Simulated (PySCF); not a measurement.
# What a mistake does to a calculation on C2H6Si2

Calculated results; nothing here was measured. The program is PySCF 2.14.0, an open-source quantum chemistry code, run on an isolated molecule that a program drew, which may never have been made. The molecule is C2H6Si2 (charge 0, singlet), drawn as the SMILES string `C[Si]C=[SiH2]`.

Each row is a Hartree-Fock (HF) and frozen-core CCSD(T) single point in the cc-pV(D+d)Z basis, meant for a local HF minimum. Run 1 is clean. Each other run has one planted mistake out of seven kinds, and not every kind appears here: one electron removed, one electron added, multiplicity raised by two, geometry at a saddle point, minimal basis STO-3G, one bond length entered in bohr, all coordinates scaled. The reference is restricted for singlets and unrestricted otherwise, and also for a bond in bohr. Adding or removing an electron swaps singlet and doublet. Electrons count all cores. HOMO and LUMO are orbital energies over both spins, the gradient is its largest component, and the lowest frequency (negative if imaginary) is given only where the gradient is small. Bond lengths are over the 9 bonds as drawn. T1 is the CCSD diagnostic: over 0.02 (restricted) or 0.045 (unrestricted) a single reference is doubtful.

Geometry of the clean run:
```xyz
10
C2H6Si2, angstrom
C     0.6879    1.5554   -0.7451
Si    2.1383    1.3150    0.4990
C     1.8552   -0.3976    1.1754
Si    0.6324   -1.5346    0.8261
H    -0.2921    1.4865   -0.2580
H     0.7558    2.5439   -1.2070
H     0.7074    0.8134   -1.5523
H     2.5885   -0.7254    1.9121
H    -0.4589   -1.3106   -0.1325
H     0.5420   -2.8671    1.4522
```

| run | electrons | basis functions | <S^2> | HOMO (eV) | LUMO (eV) | gradient (hartree/bohr) | lowest frequency (cm^-1) | mean bond (Å) | longest bond (Å) | T1 | HF (hartree) | CCSD(T) (hartree) | mistake |
|---|---|---|---|---|---|---|---|---|---|---|---|---|---|
| 1 | 46 | 104 | 0.000 | -7.77 | 0.69 | 1.6e-05 | 56 | 1.4240 | 1.926 | 0.0147 | -657.00747 | -657.54619 | no fault |
| 2 | 45 | 104 | 0.766 | -14.30 | -5.25 | 6.5e-02 | - | 1.4240 | 1.926 | 0.0169 | -656.76953 | -657.27385 | one electron removed |
| 3 | 46 | 104 | 2.274 | -6.78 | 0.72 | 3.8e-02 | - | 1.4240 | 1.926 | 0.0345 | -656.98558 | -657.49992 | multiplicity raised by two |
| 4 | 46 | 104 | 0.000 | -7.58 | 0.81 | 2.6e-02 | - | 1.3756 | 1.861 | 0.0140 | -656.99575 | -657.52833 | ? |

**Which mistake was planted in run 4, and what did it cost?**

The mean and the longest bond both change by the same factor, 0.966, and the gradient is no longer small. So the mistake is: all coordinates scaled. Subtracting run 1 and multiplying by 627.51 kcal/mol a hartree, the energy moved by 7.4 kcal/mol in HF and 11.2 kcal/mol in CCSD(T).

